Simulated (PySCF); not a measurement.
Mg(Me)(OMe) (C2H6MgO), SMILES C[O][Mg][CH3].

Geometry optimised at PBE0-D3(BJ)/def2-SVP. Other conformers were not sampled.

Computed with PySCF with C-PCM-M06-2X/def2-SVP.

The values are the electrostatic part of the solvation free energy, E(continuum) − E(gas) at the gas-phase geometry, in a cavity of scaled van der Waals radii (PySCF's table); cavitation and dispersion terms are not included. A continuum can't describe solvent molecules that bind to the metal. In vacuum the orbital gap is 8.17 eV. The dipole moment in vacuum is 0.49 D.

| solvent | ε | ΔG(elec) (kcal/mol) | dipole (D) | gap (eV) |
|---|---|---|---|---|
| water | 78.36 | -7.6 | 0.24 | 8.38 |
| benzene | 2.27 | -4.1 | 0.37 | 8.33 |
| chlorobenzene | 5.70 | ___ | ___ | ___ |

Q: Fill in the missing entries. (Estimate from the structure and the level; the computed values follow.)

A: 
- chlorobenzene, ΔG(elec) (kcal/mol): -6.2
- chlorobenzene, dipole (D): 0.29
- chlorobenzene, gap (eV): 8.36
